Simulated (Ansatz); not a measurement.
Reaction (homolysis of the F–Ge bond): `[F][Ge]([Cl])([Cl])[I]` → F• + `[Cl][Ge]([Cl])[I]`•

Computed with Ansatz on PBE0-D4/def2-TZVP structures; ΔE is electronic, products minus reactants. CBS: MP2 limit from def2 TZ/QZ plus the TZ coupled-cluster correction, frozen cores. This one scheme is used for every species, atoms too. DFT in def2-TZVPP. Open shells (•) are unrestricted, without spin–orbit coupling. Spin–orbit coupling would lower the free atoms: a little for F. Elements past krypton have def2 core potentials. For Ge, I outer-core shells are correlated without core-valence functions, so the limit isn't a true one: a few kJ/mol of doubt a bond, and 10 to 20 or more in all where bonds break to atoms. Scalar relativity is left out up to krypton.

`[F][Ge]([Cl])([Cl])[I]`:

Cartesian coordinates in Å:
```
F 1.437 0.401 -0.957
Ge 0.072 0.001 0.004
Cl 0.276 -2.040 0.522
Cl 0.184 1.200 1.743
I -1.968 0.438 -1.311
```

`[Cl][Ge]([Cl])[I]`•:

Cartesian coordinates in Å:
```
Cl -1.306 1.588 -0.208
Ge 0.406 0.285 -0.311
Cl -0.177 -1.421 -1.491
I 1.077 -0.452 2.009
```

| level | ΔE (eV) | difference from CCSD(T)/CBS |
| --- | --- | --- |
| ωB97X-V | 5.31 | -0.07 |
| ωB97M-V | 5.21 | -0.17 |
| revPBE | 4.84 | -0.54 |
| r2SCANh | 5.04 | -0.34 |
| HF/def2-SVP | 3.58 | -1.80 |
| MP2/def2-TZVPP | 5.61 | 0.23 |
| SCS-MP2/def2-TZVPP | 5.44 | 0.06 |
| CCSD/def2-TZVPP | 5.14 | -0.24 |
| SCS-MP2/def2-QZVPP | 5.54 | 0.16 |
| MP2/CBS(def2) | 5.74 | 0.36 |
| CCSD(T)/CBS | 5.38 | 0 |

Largest T1 diagnostic among the species: 0.012.

From r2SCAN to r2SCAN0 (25 % exact exchange), in def2-TZVPP and without D4, ΔE moves by −0.17 eV: exact exchange takes away binding that semilocal exchange gives to molecules. The D4 term adds +0.07 eV with B3LYP and +0.04 eV with PBE0; it sums over pairs of atoms, weighted by their polarisabilities, and B3LYP, whose exchange is more repulsive, gets the larger term.

B3LYP here is the variant with VWN-RPA as its local correlation; programs differ in this.

CCSD(T)/CBS has its own doubt, a few kJ/mol and more with outer-core shells, so smaller differences from it don't rank the levels.
